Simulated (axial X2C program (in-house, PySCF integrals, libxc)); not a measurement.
## Bond lengths and stretching modes, held linear, of InSH

Calculated with an axial X2C code built on PySCF integrals: two-component X2C with atomic mean-field Coulomb and Gaunt terms, Gaussian nuclei, basis In dyall-v3z, S dyall-av3z, H dyall-v3z with contracted cores. Spin-free rows use the one-electron spin-free X2C Hamiltonian.

Masses In 114.904, S 31.972, H 1.008 u. States: 2c Ω = 0 (all partner blocks equally filled); spin-free M_S = 0, Λ = 0 (closed shell).

PBE0, 2c: energies above the lowest point

```tsv
r(In–S) (Å)	r(S–H) (Å)	E (meV)
2.3751	1.3124	31.42
2.3751	1.3460	15.95
2.3751	1.3797	29.62
2.4360	1.3124	14.61
2.4360	1.3460	0.00
2.4360	1.3797	14.59
2.4360	1.4133	53.50
2.4969	1.3124	30.39
2.4969	1.3460	16.49
2.4969	1.3797	31.85
2.5578	1.3460	58.30
2.5578	1.4133	114.70
```

**Question.** Fit a quadratic surface with cubic terms in each bond: where is the minimum, and what are the two stretching wavenumbers?

**Answer.** At PBE0, 2c: bonds 2.433 and 1.345 Å; harmonic stretches 306.0 and 2681.7 cm⁻¹; force constants 1.41, 4.14 and coupling 0.06 mdyn/Å.

The other levels and Hamiltonians give:

```tsv
Hamiltonian	level	r(In–S) (Å)	r(S–H) (Å)	lower stretch (cm⁻¹)	upper stretch (cm⁻¹)
2c	HF	2.480	1.327	289.9	2842.1
2c	PBE	2.449	1.358	296.5	2574.1
2c	MP2	2.439	1.339	312.8	2731.9
spin-free	PBE0	2.433	1.345	306.1	2682.6
spin-free	HF	2.480	1.327	289.9	2842.7
spin-free	PBE	2.449	1.358	296.6	2575.1
spin-free	MP2	2.438	1.339	313.0	2732.9
```

Each state is one determinant, the lowest of a limited PBE0 search; the stretches come from a fit to these few points and carry an uncertainty of a few per cent. Other orders of the atoms were not compared. MP2 freezes inner shells (threshold -2 hartree). The molecule was held linear; bending was not examined, so a bent shape may lie lower. Hydrosulfides and their kin are strongly bent in nature, so this linear model does not describe the real molecule.
